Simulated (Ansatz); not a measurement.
Molecule: SnI, net charge 0, doublet state. 
Structure (B3LYP-D3(BJ)/def2-TZVP (Ansatz, a program for electronic structure) minimum search):
```xyz
2

Sn     0.0000     0.0000    -1.4135
I      0.0000     0.0000     1.3335
```
Charge 0, spin multiplicity 2.

Wanted: atomisation energy (electronic, to ground-state atoms), in kcal/mol. Correlated levels leave the core frozen unless marked. Open shells are spin-unrestricted. Spin-orbit coupling is left out. Frozen are the shells of the preceding noble gas and the d and f shells that filled before the atom's block. Past Kr the def2 sets carry scalar-relativistic core potentials. STO-3G rows are all-electron and non-relativistic. The coupled-cluster limit lacks core correlation, which all-electron functionals hold. CBS(X,Y): correlation extrapolated as X^-3; Hartree-Fock from the larger set.

```tsv
level	program	atomisation energy (kcal/mol)
HF/STO-3G	Ansatz	75.1
revPBE-D4/def2-TZVPD	Ansatz + dftd4	72.0
revPBE/def2-TZVPD	Ansatz	69.7
B3LYP-D4/def2-TZVPD	Ansatz + dftd4	71.6
```

Estimate the value at CCSD(T)/CBS(def2-TZVPPD,def2-QZVPPD) as computed with Ansatz.

70.1 kcal/mol, so B3LYP-D4/def2-TZVPD differs from it by 1.5 kcal/mol.
